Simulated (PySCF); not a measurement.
CH3O3Re, charge +1, doublet, at a GFN2-xTB geometry (such geometries of metal compounds can be far from the true shape) (the multiplicity is a formal guess) (core potentials on Re); PBE/def2-SVP run with PySCF.

The PySCF input:
```python
from pyscf import gto, scf, dft

mol = gto.Mole()
mol.atom = '''
    Re    0.079382   -0.146631   -0.071688
    O     1.179099    0.763065   -0.901020
    O     0.469246   -0.752739    1.413355
    O    -1.313598   -0.628653   -0.814637
    C    -0.912091    1.684768    0.823689
    H    -0.148258    2.213362    1.404172
    H    -1.730748    1.329830    1.459012
    H    -1.280097    2.292139   -0.010269
'''
mol.basis = 'def2-svp'
mol.ecp = {'Re': 'def2-svp'}
mol.charge = 1
mol.spin = 1
mol.verbose = 4
mol.build()

mf = dft.UKS(mol)
mf.xc = 'pbe'
mf.kernel()
```

What the program printed (banner, timings and long lists left out):

```
PySCF version 2.14.0

[INPUT] verbose = 4
[INPUT] num. atoms = 8
[INPUT] num. electrons = 47
[INPUT] charge = 1
[INPUT] spin (= nelec alpha-beta = 2S) = 1
[INPUT] symmetry False subgroup None
[INPUT] Mole.unit = angstrom
[INPUT] Symbol           X                Y                Z      unit          X                Y                Z       unit  Magmom
[...]
nuclear repulsion = 228.440663451079
number of shells = 45
number of NR pGTOs = 174
number of NR cGTOs = 103
basis = def2-svp
ecp = {'Re': 'def2-svp'}

******** <class 'pyscf.dft.uks.UKS'> ********
method = UKS
initial guess = minao
damping factor = 0
level_shift factor = 0
DIIS = <class 'pyscf.scf.diis.CDIIS'>
diis_start_cycle = 1
diis_space = 8
diis_damp = 0
SCF conv_tol = 1e-09
SCF conv_tol_grad = None
SCF max_cycles = 50
direct_scf = True
direct_scf_tol = 1e-13
number electrons alpha = 24  beta = 23
XC library pyscf.dft.libxc version 7.1.2
    S. Lehtola, C. Steigemann, M. J. T. Oliveira, and M. A. L. Marques,  SoftwareX 7, 1–5 (2018)
XC functionals = pbe
    J. P. Perdew, K. Burke, and M. Ernzerhof,  Phys. Rev. Lett. 77, 3865 (1996)
    J. P. Perdew, K. Burke, and M. Ernzerhof,  Phys. Rev. Lett. 78, 1396 (1997)
    J. P. Perdew, K. Burke, and M. Ernzerhof,  Phys. Rev. Lett. 77, 3865 (1996)
    J. P. Perdew, K. Burke, and M. Ernzerhof,  Phys. Rev. Lett. 78, 1396 (1997)
radial grids:
    Treutler-Ahlrichs [JCP 102, 346 (1995); DOI:10.1063/1.469408] (M4) radial grids

becke partition: Becke, JCP 88, 2547 (1988); DOI:10.1063/1.454033
pruning grids: <function nwchem_prune>
grids dens level: 3
symmetrized grids: False
atomic radii adjust function: <function treutler_atomic_radii_adjust>
small_rho_cutoff = 0
Set gradient conv threshold to 3.16228e-05
tot grids = 110096
init E= -331.366694216289

cycle= 1 E= -342.287520905692  delta_E= -10.9  |g|=  1.4  |ddm|= 5.69

cycle= 2 E= -333.428643982924  delta_E= 8.86  |g|=  4.1  |ddm|= 5.82
cycle= 3 E= -342.979737884027  delta_E= -9.55  |g|= 0.426  |ddm|= 5.43
cycle= 4 E= -342.870360395369  delta_E= 0.109  |g|= 0.644  |ddm|=  1.3
cycle= 5 E= -343.048219989174  delta_E= -0.178  |g|= 0.364  |ddm|= 0.827
cycle= 6 E= -342.910734633398  delta_E= 0.137  |g|= 0.667  |ddm|= 0.805
cycle= 7 E= -343.090848091731  delta_E= -0.18  |g|= 0.177  |ddm|= 0.658
cycle= 8 E= -343.078259472692  delta_E= 0.0126  |g|= 0.251  |ddm|= 0.335
cycle= 9 E= -343.10378745113  delta_E= -0.0255  |g|= 0.0744  |ddm|= 0.308
[...]
cycle= 22 E= -343.106249294675  delta_E= -8.48e-09  |g|= 6.57e-05  |ddm|= 0.000882
cycle= 23 E= -343.106249314822  delta_E= -2.01e-08  |g|= 5.94e-05  |ddm|= 0.00203
cycle= 24 E= -343.10624928461  delta_E= 3.02e-08  |g|= 5.82e-05  |ddm|= 0.00312
cycle= 25 E= -343.106249205602  delta_E= 7.9e-08  |g|= 6.33e-05  |ddm|= 0.00823
cycle= 26 E= -343.106249013503  delta_E= 1.92e-07  |g|= 9.79e-05  |ddm|= 0.0205
cycle= 27 E= -343.106248933046  delta_E= 8.05e-08  |g|= 0.000155  |ddm|= 0.00829
cycle= 28 E= -343.106248802818  delta_E= 1.3e-07  |g|= 0.000249  |ddm|= 0.0129
cycle= 29 E= -343.106248971858  delta_E= -1.69e-07  |g|= 0.000126  |ddm|= 0.0169
cycle= 30 E= -343.106249243344  delta_E= -2.71e-07  |g|= 9.41e-05  |ddm|= 0.029
cycle= 31 E= -343.10624868215  delta_E= 5.61e-07  |g|= 0.000348  |ddm|= 0.057
cycle= 32 E= -343.106248703126  delta_E= -2.1e-08  |g|= 0.000361  |ddm|= 0.00288
cycle= 33 E= -343.10624885384  delta_E= -1.51e-07  |g|= 0.000213  |ddm|= 0.0133
cycle= 34 E= -343.106249033289  delta_E= -1.79e-07  |g|= 0.000122  |ddm|= 0.0187
cycle= 35 E= -343.106248965617  delta_E= 6.77e-08  |g|= 0.000261  |ddm|= 0.00429
cycle= 36 E= -343.106249059265  delta_E= -9.36e-08  |g|= 0.000265  |ddm|= 0.0104
cycle= 37 E= -343.106249103826  delta_E= -4.46e-08  |g|= 6.56e-05  |ddm|= 0.00101
cycle= 38 E= -343.106249317593  delta_E= -2.14e-07  |g|= 0.000205  |ddm|= 0.0247
cycle= 39 E= -343.106249432956  delta_E= -1.15e-07  |g|= 0.000173  |ddm|= 0.011
cycle= 40 E= -343.106249570263  delta_E= -1.37e-07  |g|= 0.000161  |ddm|= 0.0134
cycle= 41 E= -343.106249866505  delta_E= -2.96e-07  |g|= 0.000348  |ddm|= 0.0345
cycle= 42 E= -343.106249938384  delta_E= -7.19e-08  |g|= 0.000492  |ddm|= 0.013
cycle= 43 E= -343.106250022701  delta_E= -8.43e-08  |g|= 0.000503  |ddm|= 0.0095
cycle= 44 E= -343.106248874223  delta_E= 1.15e-06  |g|= 0.000341  |ddm|= 0.124
cycle= 45 E= -343.106249018795  delta_E= -1.45e-07  |g|= 0.000441  |ddm|= 0.0212
cycle= 46 E= -343.106249646242  delta_E= -6.27e-07  |g|= 0.000364  |ddm|= 0.0601
cycle= 47 E= -343.106249488649  delta_E= 1.58e-07  |g|= 0.000347  |ddm|= 0.0162
cycle= 48 E= -343.106249182626  delta_E= 3.06e-07  |g|= 8.1e-05  |ddm|= 0.0379
cycle= 49 E= -343.106248803035  delta_E= 3.8e-07  |g|= 0.000287  |ddm|= 0.0379
cycle= 50 E= -343.10624321691  delta_E= 5.59e-06  |g|= 0.00298  |ddm|= 0.121
SCF not converged.
SCF energy = -343.10624321691 after 50 cycles  <S^2> = 0.7562281  2S+1 = 2.0062184
```

Convergence was not reached.
